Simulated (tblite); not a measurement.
Compound: 2-methyl-2-hexene, C7H14.
SMILES with atom numbers: `[CH3:1][CH2:2][CH2:3][CH:4]=[C:5]([CH3:6])[CH3:7]` (hydrogens: H8, H9, H10 on C1; H11, H12 on C2; H13, H14 on C3; H15 on C4; H16, H17, H18 on C6; H19, H20, H21 on C7)

Computed with GFN2-xTB (tblite), gas phase: Langevin dynamics at 400 K from the optimised GFN2-xTB geometry, time step 0.5 fs, friction 0.01 fs⁻¹, 2000 steps. The instantaneous temperature is 2·E(kin)/(3Nk) with all 3N coordinates.

| t (fs) | T (K) | E(pot) above start (eV) | C1–C2 (Å) | C2–C3 (Å) | C3–C4 (Å) | C4=C5 (Å) | C5–C6 (Å) | C1–H8 (Å) | C1–C2–C3–C4 (°) |
| --- | --- | --- | --- | --- | --- | --- | --- | --- | --- |
| 0 | 315 | 0.000 | 1.523 | 1.533 | 1.498 | 1.327 | 1.500 | 1.088 | -67 |
| 25 | 174 | 0.610 | 1.503 | 1.581 | 1.494 | 1.328 | 1.520 | 1.108 | -72 |
| 50 | 229 | 0.791 | 1.516 | 1.541 | 1.446 | 1.351 | 1.460 | 1.074 | -72 |
| 75 | 232 | 0.600 | 1.550 | 1.476 | 1.484 | 1.337 | 1.553 | 1.097 | -73 |
| 100 | 234 | 0.577 | 1.561 | 1.540 | 1.499 | 1.312 | 1.533 | 1.107 | -69 |
| 125 | 316 | 0.655 | 1.513 | 1.516 | 1.506 | 1.314 | 1.494 | 1.087 | -60 |
| 150 | 414 | 0.755 | 1.476 | 1.498 | 1.508 | 1.336 | 1.512 | 1.072 | -63 |
| 175 | 381 | 1.068 | 1.474 | 1.569 | 1.542 | 1.338 | 1.575 | 1.126 | -75 |
| 200 | 384 | 1.282 | 1.585 | 1.610 | 1.487 | 1.315 | 1.478 | 1.095 | -78 |
| 225 | 383 | 0.931 | 1.556 | 1.500 | 1.503 | 1.330 | 1.527 | 1.051 | -74 |
| 250 | 352 | 0.985 | 1.602 | 1.458 | 1.515 | 1.335 | 1.526 | 1.064 | -60 |
| 275 | 409 | 0.935 | 1.588 | 1.540 | 1.517 | 1.351 | 1.434 | 1.083 | -49 |
| 300 | 474 | 0.883 | 1.503 | 1.584 | 1.521 | 1.335 | 1.496 | 1.162 | -52 |
| 325 | 387 | 1.173 | 1.488 | 1.584 | 1.494 | 1.310 | 1.519 | 1.105 | -66 |
| 350 | 452 | 1.078 | 1.542 | 1.537 | 1.509 | 1.307 | 1.577 | 1.049 | -74 |
| 375 | 456 | 1.212 | 1.587 | 1.491 | 1.481 | 1.362 | 1.586 | 1.062 | -68 |
| 400 | 500 | 1.539 | 1.543 | 1.528 | 1.490 | 1.365 | 1.506 | 1.143 | -61 |
| 425 | 420 | 1.320 | 1.485 | 1.506 | 1.560 | 1.347 | 1.525 | 1.130 | -62 |
| 450 | 519 | 1.025 | 1.472 | 1.560 | 1.551 | 1.320 | 1.553 | 1.062 | -67 |
| 475 | 502 | 0.827 | 1.536 | 1.606 | 1.438 | 1.324 | 1.489 | 1.039 | -68 |
| 500 | 378 | 0.946 | 1.555 | 1.586 | 1.450 | 1.360 | 1.586 | 1.100 | -63 |
| 525 | 495 | 0.551 | 1.551 | 1.503 | 1.518 | 1.300 | 1.535 | 1.116 | -65 |
| 550 | 330 | 1.119 | 1.595 | 1.564 | 1.588 | 1.326 | 1.463 | 1.056 | -65 |
| 575 | 347 | 1.176 | 1.537 | 1.527 | 1.504 | 1.370 | 1.516 | 1.064 | -68 |
| 600 | 366 | 1.153 | 1.517 | 1.524 | 1.451 | 1.324 | 1.524 | 1.132 | -69 |
| 625 | 429 | 1.089 | 1.602 | 1.539 | 1.447 | 1.274 | 1.510 | 1.071 | -68 |
| 650 | 436 | 1.254 | 1.656 | 1.483 | 1.464 | 1.336 | 1.596 | 1.017 | -70 |
| 675 | 400 | 1.000 | 1.582 | 1.478 | 1.482 | 1.386 | 1.540 | 1.108 | -72 |
| 700 | 473 | 0.908 | 1.526 | 1.515 | 1.459 | 1.305 | 1.508 | 1.129 | -77 |
| 725 | 397 | 1.329 | 1.574 | 1.571 | 1.537 | 1.285 | 1.534 | 1.090 | -72 |
| 750 | 385 | 1.039 | 1.535 | 1.532 | 1.610 | 1.333 | 1.517 | 1.071 | -70 |
| 775 | 418 | 1.030 | 1.626 | 1.460 | 1.515 | 1.327 | 1.504 | 1.090 | -73 |
| 800 | 353 | 0.912 | 1.630 | 1.540 | 1.473 | 1.323 | 1.490 | 1.136 | -70 |
| 825 | 505 | 0.690 | 1.532 | 1.551 | 1.464 | 1.351 | 1.487 | 1.076 | -73 |
| 850 | 397 | 0.941 | 1.455 | 1.501 | 1.488 | 1.337 | 1.533 | 1.055 | -72 |
| 875 | 492 | 0.781 | 1.592 | 1.581 | 1.541 | 1.333 | 1.467 | 1.108 | -74 |
| 900 | 417 | 1.350 | 1.626 | 1.525 | 1.462 | 1.323 | 1.426 | 1.122 | -75 |
| 925 | 397 | 1.448 | 1.505 | 1.474 | 1.487 | 1.322 | 1.539 | 1.080 | -53 |
| 950 | 414 | 1.002 | 1.567 | 1.588 | 1.485 | 1.330 | 1.449 | 1.077 | -43 |
| 975 | 563 | 0.827 | 1.545 | 1.590 | 1.509 | 1.339 | 1.472 | 1.099 | -51 |
| 1000 | 484 | 1.100 | 1.476 | 1.506 | 1.471 | 1.328 | 1.614 | 1.112 | -68 |

**Question.** From 500 fs on, how do temperature and potential energy compare with equipartition?

**Answer.** The mean temperature of these 21 frames is 423 K against the target 400 K, and the mean potential energy 1.03 eV against 57 × kT/2 = 0.98 eV for 57 classical harmonic modes. For 21 atoms in a canonical ensemble the temperature itself scatters by T·√(2/(3N)) = 71 K; here its standard deviation is 58 K. The whole run lasts only 10 friction times of 100 fs, so these averages carry a wide statistical error.

**Question.** What are the kinetic and total energies of the listed frame with the highest potential energy?

**Answer.** The one at 400 fs, 1.539 eV above the start. Its kinetic energy is 3NkT/2 = 1.357 eV at 500 K, so the sum is 2.90 eV; over the listed frames the sum runs from 0.85 to 2.90 eV, since the thermostat adds and removes energy.

**Question.** How much do the listed bonds fluctuate from 500 fs on?

**Answer.** 
| bond | at the start (Å) | mean (Å) | standard deviation (Å) |
| --- | --- | --- | --- |
| C1–C2 | 1.523 | 1.561 | 0.051 |
| C2–C3 | 1.533 | 1.530 | 0.039 |
| C3–C4 | 1.498 | 1.495 | 0.043 |
| C4=C5 | 1.327 | 1.329 | 0.025 |
| C5–C6 | 1.500 | 1.515 | 0.046 |
| C1–H8 | 1.088 | 1.091 | 0.029 |

The motion is classical and holds no zero-point motion.

What follows is the cost of the whole dynamics run. The run took 12 s on Arm Neoverse V1, one thread, no GPU, shared host, and the process peaked at 0.19 GiB of memory.
